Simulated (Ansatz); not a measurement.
FH3S3Si (`F[Si](S)(S)S`), relaxed with RKS PBE-D4/def2-SVP in Ansatz 0.2.0 from a rough embedded geometry. The force threshold is 0.03 eV/Å; the program also tests the step.

Charge 0, multiplicity 1.

Start:

```xyz
8

F    -0.640    0.971    1.195
Si    0.156    0.039    0.228
S     1.279   -1.303    1.377
S     1.491    1.118   -1.024
S    -1.241   -1.039   -0.971
H     0.251   -1.859    2.030
H     0.528    2.042   -1.397
H    -1.823    0.030   -1.438
```

(1) By how much does the energy fall, and how many steps does the optimiser take? (An estimate is asked.)

(2) Which bonds change most? (An estimate is asked.)

(3) Give the relaxed structure. (Best estimate.)

## Answers

(1) The calculation gave: 30.00 kJ/mol, in 8 steps.

(2) Ansatz gave: F1–Si2 from 1.561 to 1.643 Å; S5–H8 from 1.304 to 1.363 Å; Si2–S3 from 2.093 to 2.131 Å; S3–H6 from 1.339 to 1.365 Å.

(3) The calculation gave: 
```xyz
8

F    -0.773    1.218    0.858
Si    0.151    0.065    0.139
S     1.277   -1.161    1.469
S     1.655    1.101   -0.983
S    -1.237   -1.198   -0.913
H     0.229   -2.006    1.692
H     0.838    2.172   -1.190
H    -2.140   -0.190   -1.073
```
